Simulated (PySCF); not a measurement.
## Working out the excitation energy of Mg

Mg [Ne] 3s2 (1S) → Mg [Ne] 3d2 (3F). Computed with PySCF 2.14 in aug-cc-pVTZ (6s5p3d2f, 50 functions), with no relativity, point nucleus. Frozen: [Ne]. Energies in hartree (1 hartree = 27.21139 eV):

```
            part   Mg (lower)   Mg (upper)
             UHF  -199.613351  -199.121567
CCSD correlation    -0.033751    -0.013589
             (T)     0.000000     0.000000
```

Q: What does Hartree-Fock give?

A: (-199.121567) − (-199.613351) = 0.491784 hartree = 13.382 eV.

Q: What do CCSD and CCSD(T) give?

A: The CCSD correlation energies differ by 0.020162 hartree = 0.549 eV and the triples by 0.000000 hartree = 0.000 eV, so CCSD gives 13.931 eV and CCSD(T) 13.931 eV.

The upper state lies above the first ionisation limit, where it may autoionise and the basis confines it.

The coupled-cluster amplitudes are large, so a single reference is strained.
